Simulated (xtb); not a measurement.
AlF2H3OSi, SMILES [SiH3][O][Al]([F])[F]. All values are semi-empirical tight-binding results from xtb (GFN2-xTB unless named), good for trends rather than for accurate numbers. Geometry: GFN2-xTB. The structure was generated by enumeration; whether it is a known compound was not checked. Other conformers were not sampled.

The geometry has at least one imaginary mode, so it is a saddle point at that level.

For metal compounds this method's bond lengths and energies can be far off.

Q: Estimate the properties. (Estimate from the structure and the level; the computed values follow.)

A: 
```
Item           Value
-----------  -------
orbital gap  3.64 eV
```
